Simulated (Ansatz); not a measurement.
C₄H₁₃GeNSi, singlet, geometry from GFN2-xTB; SC-NEVPT2/STO-3G, CASSCF(2,3) (Ansatz, an electronic-structure program).

Here is a job for Ansatz.
Ansatz 0.2 input:
```yaml
crystal:
  periodic: [false, false, false]
  atoms:
    - {symbol: Si, position_ang: [-1.65157008, 0.16326668, -1.19140567]}
    - {symbol: N, position_ang: [-2.92485852, -0.15912787, -0.07389946]}
    - {symbol: C, position_ang: [-3.64177150, 0.89521077, 0.59647286]}
    - {symbol: C, position_ang: [-2.97250287, -1.40023317, 0.65681406]}
    - {symbol: C, position_ang: [0.03250775, 0.49681105, -0.39184095]}
    - {symbol: C, position_ang: [1.09922676, -0.29435697, -0.47498006]}
    - {symbol: Ge, position_ang: [2.79981855, 0.04358890, 0.40232892]}
    - {symbol: H, position_ang: [-1.55136009, -1.03979212, -2.02138052]}
    - {symbol: H, position_ang: [-2.07571068, 1.35669692, -1.92696038]}
    - {symbol: H, position_ang: [-3.62194361, 1.79686456, -0.00974275]}
    - {symbol: H, position_ang: [-3.21079972, 1.12454961, 1.57946176]}
    - {symbol: H, position_ang: [-4.68358071, 0.59605970, 0.74678070]}
    - {symbol: H, position_ang: [-2.47717756, -2.18193746, 0.08672796]}
    - {symbol: H, position_ang: [-2.48151293, -1.31932498, 1.63513904]}
    - {symbol: H, position_ang: [-4.01377136, -1.69217109, 0.82311333]}
    - {symbol: H, position_ang: [0.12121966, 1.39138871, 0.21985718]}
    - {symbol: H, position_ang: [1.03773100, -1.19271835, -1.07900614]}
    - {symbol: H, position_ang: [2.74297331, 1.30186978, 1.20808681]}
    - {symbol: H, position_ang: [3.91978908, 0.17846394, -0.58175698]}
    - {symbol: H, position_ang: [3.19118000, -1.07122296, 1.32333486]}
basis:
  gaussian:
    orbitals: STO-3G
magnetization: {spin_polarized: false}
correlation: {method: sc_nevpt2, electrons: all, active_space: {window: {electrons: 2, orbitals: 3}}}
```

Problem. Predict the main parts of the log of this Ansatz run.

Solution. 
```
Functional definition: HF
810 factors; integrals over basis functions are off by at most 4.0e-5 eV
mean field evaluation 1: about -69340.9758 eV, gradient 1.9e1 eV
mean field evaluation 2: about -69341.2560 eV, gradient 1.9e1 eV
mean field evaluation 4: about -69342.7520 eV, gradient 1.5e0 eV
mean field evaluation 8: about -69342.7611 eV, gradient 2.4e-4 eV
mean field -69342.76109440 eV, -2548.2994680075 hartree, gradient 2.9e-6 eV, S^2 0.000000; 0 other end points of the search recorded, 0 dependent functions left out; unrestricted orbitals would lower it
reference -69342.76109440 eV, -2548.2994680075 hartree; 45, 45 occupied and 20, 20 virtual orbitals, 810 factors
state -69343.90850557 eV, -2548.3416345904 hartree
state -69343.90850557 eV, -2548.3416345904 hartree; corrected -69352.55780347 eV, -2548.6594904253 hartree
Total energy: -69352.55780347 eV, -2548.6594904253 hartree
```
